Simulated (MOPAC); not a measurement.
MOPAC input (PM3):

```
PM3 PRECISE GNORM=0.05 LET XYZ CHARGE=-1 GEO-OK AUX(PRECISION=9) THREADS=1
C3H8FSi

C     1.76498700 1   -0.01523600 1   -0.70131300 1
Si    0.15870000 1    0.00402100 1   -0.01508200 1
C    -0.80482400 1   -1.61625400 1   -0.28930100 1
C    -0.91528800 1    1.45054700 1   -0.63393300 1
F    -0.09530000 1    0.18088200 1    1.64017500 1
H     2.39383000 1   -0.90187500 1   -0.63721500 1
H     2.32871300 1    0.90593500 1   -0.84036800 1
H    -1.07356400 1   -1.73847900 1   -1.34156300 1
H    -0.18413400 1   -2.47237500 1   -0.00654300 1
H    -1.71981300 1   -1.65511900 1    0.31065000 1
H    -0.35927100 1    2.38992900 1   -0.55294500 1
H    -1.18362300 1    1.31707400 1   -1.68493100 1
H    -1.83548800 1    1.55632300 1   -0.05023600 1
```

Output:

```
 *******************************************************************************
 **                                                                           **
 **                              MOPAC v23.2.5                                **
 **                                                                           **
 *******************************************************************************
 ** MOPAC's Digital Object Identifier: https://doi.org/10.5281/zenodo.6511958 **
 **                                                                           **
 ** Please cite the open-source release paper for use of this MOPAC version:  **
 ** J. E. Moussa and J. J. P. Stewart (2026)                                  **
 ** MOPAC: An open-source semiempirical molecular orbital program             **
 ** J. Open Source Softw., 11(119), 8025, https://doi.org/10.21105/joss.08025 **
 *******************************************************************************

                              PM3 CALCULATION RESULTS

 *******************************************************************************
 *  PM3        - The PM3 Hamiltonian to be used
 *  GEO-OK     - OVERRIDE INTERATOMIC DISTANCE AND OTHER SAFETY CHECKS
 *
 *
 *
 *                 CHARGE ON SYSTEM = -1
 *
 *
 *
 *  LET        - OVERRIDE SOME SAFETY CHECKS
 *  PRECISE    - TIGHTER CRITERIA TO BE USED
 *  XYZ        - CARTESIAN COORDINATE SYSTEM TO BE USED
 *  GNORM      - EXIT WHEN GRADIENT NORM DROPS BELOW 0.050
 *  AUX        - OUTPUT AUXILIARY INFORMATION
 *******************************************************************************
PM3 PRECISE GNORM=0.05 LET XYZ CHARGE=-1 GEO-OK AUX(PRECISION=9) THREADS=1
 C3H8FSi

   ATOM   CHEMICAL          X               Y               Z
  NUMBER   SYMBOL      (ANGSTROMS)     (ANGSTROMS)     (ANGSTROMS)

     1       C          1.76498700  *  -0.01523600  *  -0.70131300  *
     2      Si          0.15870000  *   0.00402100  *  -0.01508200  *
     3       C         -0.80482400  *  -1.61625400  *  -0.28930100  *
     4       C         -0.91528800  *   1.45054700  *  -0.63393300  *
     5       F         -0.09530000  *   0.18088200  *   1.64017500  *
     6       H          2.39383000  *  -0.90187500  *  -0.63721500  *
     7       H          2.32871300  *   0.90593500  *  -0.84036800  *
     8       H         -1.07356400  *  -1.73847900  *  -1.34156300  *
     9       H         -0.18413400  *  -2.47237500  *  -0.00654300  *
    10       H         -1.71981300  *  -1.65511900  *   0.31065000  *
    11       H         -0.35927100  *   2.38992900  *  -0.55294500  *
    12       H         -1.18362300  *   1.31707400  *  -1.68493100  *
    13       H         -1.83548800  *   1.55632300  *  -0.05023600  *

          CARTESIAN COORDINATES

    NO.       ATOM           X           Y           Z

     1         C          1.7650     -0.0152     -0.7013
     2        Si          0.1587      0.0040     -0.0151
     3         C         -0.8048     -1.6163     -0.2893
     4         C         -0.9153      1.4505     -0.6339
     5         F         -0.0953      0.1809      1.6402
     6         H          2.3938     -0.9019     -0.6372
     7         H          2.3287      0.9059     -0.8404
     8         H         -1.0736     -1.7385     -1.3416
     9         H         -0.1841     -2.4724     -0.0065
    10         H         -1.7198     -1.6551      0.3107
    11         H         -0.3593      2.3899     -0.5529
    12         H         -1.1836      1.3171     -1.6849
    13         H         -1.8355      1.5563     -0.0502

  H: (PM3): J. J. P. STEWART, J. COMP. CHEM. 10, 209 (1989).
  C: (PM3): J. J. P. STEWART, J. COMP. CHEM. 10, 209 (1989).
  F: (PM3): J. J. P. STEWART, J. COMP. CHEM. 10, 209 (1989).
 Si: (PM3): J. J. P. STEWART, J. COMP. CHEM. 10, 209 (1989).

           Empirical Formula: C3 H8 Si F  =    13 atoms

      MOLECULAR POINT GROUP   :   Cs

      RHF CALCULATION, NO. OF DOUBLY OCCUPIED LEVELS = 16

          Geometry optimization using EF

          DIAGONAL MATRIX USED AS START HESSIAN

 CYCLE:     1  GRAD.:    41.956 HEAT: -98.23909
 CYCLE:     2  GRAD.:   159.983 HEAT: -92.26459
 CYCLE:     3  GRAD.:    92.339 HEAT: -97.36896
 CYCLE:     4  GRAD.:   132.001 HEAT: -92.41679
 CYCLE:     5  GRAD.:   113.622 HEAT: -94.82104
 CYCLE:     6  GRAD.:   114.062 HEAT: -96.06862
 CYCLE:     7  GRAD.:   217.561 HEAT: -85.45687
 CYCLE:     8  GRAD.:   106.380 HEAT: -95.53947
 CYCLE:     9  GRAD.:   300.423 HEAT: -73.28405
 CYCLE:    10  GRAD.:   123.925 HEAT: -94.90287
 CYCLE:    11  GRAD.:   200.179 HEAT: -78.36181
 CYCLE:    12  GRAD.:    64.567 HEAT: -99.01680
 CYCLE:    13  GRAD.:    87.180 HEAT: -97.32613
 CYCLE:    14  GRAD.:    11.817 HEAT: -101.1200
 CYCLE:    15  GRAD.:    77.530 HEAT: -99.56229
 CYCLE:    16  GRAD.:     7.169 HEAT: -101.1498
 CYCLE:    17  GRAD.:    16.074 HEAT: -101.0704
 CYCLE:    18  GRAD.:    16.011 HEAT: -101.0914
 CYCLE:    19  GRAD.:    17.441 HEAT: -100.9842
 CYCLE:    20  GRAD.:     7.665 HEAT: -101.1651
 CYCLE:    21  GRAD.:    34.730 HEAT: -100.8045
 CYCLE:    22  GRAD.:     1.978 HEAT: -101.1811
 CYCLE:    23  GRAD.:     9.118 HEAT: -101.1483
 CYCLE:    24  GRAD.:     0.297 HEAT: -101.1831
 CYCLE:    25  GRAD.:     0.339 HEAT: -101.1833
 CYCLE:    26  GRAD.:     0.501 HEAT: -101.1842
 CYCLE:    27  GRAD.:     0.286 HEAT: -101.1852
 CYCLE:    28  GRAD.:     0.170 HEAT: -101.1853
 CYCLE:    29  GRAD.:     0.179 HEAT: -101.1855
 CYCLE:    30  GRAD.:     0.181 HEAT: -101.1856
 CYCLE:    31  GRAD.:     0.114 HEAT: -101.1857
 CYCLE:    32  GRAD.:     0.078 HEAT: -101.1857
 CYCLE:    33  GRAD.:     0.072 HEAT: -101.1858
 CYCLE:    34  GRAD.:     0.054 HEAT: -101.1858
 CYCLE:    35  GRAD.:     0.029 HEAT: -101.1858

     GRADIENT =  0.02935 IS LESS THAN CUTOFF =  0.05000

 -------------------------------------------------------------------------------
 PM3 PRECISE GNORM=0.05 LET XYZ CHARGE=-1 GEO-OK AUX(PRECISION=9) THREADS=1
 C3H8FSi

     GEOMETRY OPTIMISED USING EIGENVECTOR FOLLOWING (EF).
     SCF FIELD WAS ACHIEVED

                              PM3 CALCULATION
                                                       MOPAC v23.2.5 Linux

          FINAL HEAT OF FORMATION =       -101.18579 KCAL/MOL =    -423.36136 KJ/MOL

          COSMO AREA              =        131.80 SQUARE ANGSTROMS
          COSMO VOLUME            =        123.96 CUBIC ANGSTROMS

          GRADIENT NORM           =          0.02935          =       0.00814 PER ATOM
          IONIZATION POTENTIAL    =          1.285788 EV
          HOMO LUMO ENERGIES (EV) =         -1.286  5.983
          NO. OF FILLED LEVELS    =         16
          MOLECULAR WEIGHT        =         91.1801         POINT GROUP:  Cs

          MOLECULAR DIMENSIONS (Angstroms)

            Atom       Atom       Distance
            H    11    H     9     4.95353
            H    10    H     6     4.17056
            H     8    F     5     3.31632

          SCF CALCULATIONS        =         36

   ATOM   CHEMICAL          X               Y               Z
  NUMBER   SYMBOL      (ANGSTROMS)     (ANGSTROMS)     (ANGSTROMS)

     1       C          1.73874842  *  -0.00317524  *  -0.58537078  *
     2      Si          0.14244618  *   0.00315879  *  -0.01756674  *
     3       C         -0.80321929  *  -1.65378973  *  -0.29525065  *
     4       C         -0.91626959  *   1.48585585  *  -0.64807224  *
     5       F         -0.03026103  *   0.17973362  *   1.60901162  *
     6       H          2.32486243  *  -0.90248325  *  -0.68538216  *
     7       H          2.26026744  *   0.89090492  *  -0.88689758  *
     8       H         -1.06260719  *  -1.75157136  *  -1.35112438  *
     9       H         -0.17613863  *  -2.50198021  *  -0.01502829  *
    10       H         -1.72143386  *  -1.69318529  *   0.29340718  *
    11       H         -0.35329728  *   2.41741814  *  -0.56786982  *
    12       H         -1.17351406  *   1.32845983  *  -1.69725041  *
    13       H         -1.83963535  *   1.58944003  *  -0.07548363  *

                             CARTESIAN COORDINATES

   1    C        1.738748419    -0.003175238    -0.585370779
   2   Si        0.142446183     0.003158792    -0.017566738
   3    C       -0.803219291    -1.653789729    -0.295250653
   4    C       -0.916269587     1.485855854    -0.648072237
   5    F       -0.030261026     0.179733623     1.609011615
   6    H        2.324862435    -0.902483249    -0.685382156
   7    H        2.260267443     0.890904919    -0.886897575
   8    H       -1.062607191    -1.751571358    -1.351124378
   9    H       -0.176138628    -2.501980208    -0.015028291
  10    H       -1.721433861    -1.693185285     0.293407179
  11    H       -0.353297285     2.417418139    -0.567869815
  12    H       -1.173514060     1.328459834    -1.697250412
  13    H       -1.839635352     1.589440030    -0.075483630

           Empirical Formula: C3 H8 Si F  =    13 atoms

      MOLECULAR POINT GROUP   :   Cs

                  EIGENVALUES
 -25.07275 -23.61037 -20.13661 -15.33926 -10.63303 -10.32836 -10.22546  -9.41023
  -9.03127  -9.00771  -8.72852  -7.46891  -7.31019  -5.45019  -5.30249  -1.28579
   5.98346   6.33581   6.98797   7.61800   8.82672   8.90732   9.14203   9.18775
   9.20804   9.23641  11.22620  11.50724

              NET ATOMIC CHARGES AND DIPOLE CONTRIBUTIONS

  ATOM NO.   TYPE          CHARGE      No. of ELECS.   s-Pop       p-Pop
    1          C          -0.846617        4.8466     1.20095     3.64567
    2         Si           0.396189        3.6038     1.01426     2.58955
    3          C          -0.246785        4.2468     1.16432     3.08246
    4          C          -0.246787        4.2468     1.16432     3.08246
    5          F          -0.364507        7.3645     1.66510     5.69941
    6          H           0.076499        0.9235     0.92350
    7          H           0.076499        0.9235     0.92350
    8          H           0.027161        0.9728     0.97284
    9          H           0.030952        0.9690     0.96905
   10          H           0.019642        0.9804     0.98036
   11          H           0.030950        0.9690     0.96905
   12          H           0.027161        0.9728     0.97284
   13          H           0.019642        0.9804     0.98036
 DIPOLE           X         Y         Z       TOTAL
 POINT-CHG.    -3.630    -0.135    -0.041     3.633
 HYBRID        -0.165    -0.024    -0.160     0.231
 SUM           -3.795    -0.159    -0.201     3.803

          ATOMIC ORBITAL ELECTRON POPULATIONS

     Atom    s        px        py        pz
    1  C   1.20095   1.04571   1.02750   1.57245
    2 Si   1.01426   0.90344   0.84513   0.84097
    3  C   1.16432   1.01042   1.08007   0.99197
    4  C   1.16432   1.01661   1.06152   1.00433
    5  F   1.66510   1.96883   1.96320   1.76738
    6  H   0.92350
    7  H   0.92350
    8  H   0.97284
    9  H   0.96905
   10  H   0.98036
   11  H   0.96905
   12  H   0.97284
   13  H   0.98036

 **********************
 *                    *
 * JOB ENDED NORMALLY *
 *                    *
 **********************

 == MOPAC DONE ==
```

The dipole moment of an ion depends on the origin.

The geometry given is a B3LYP-D3(BJ)/def2-TZVP minimum.
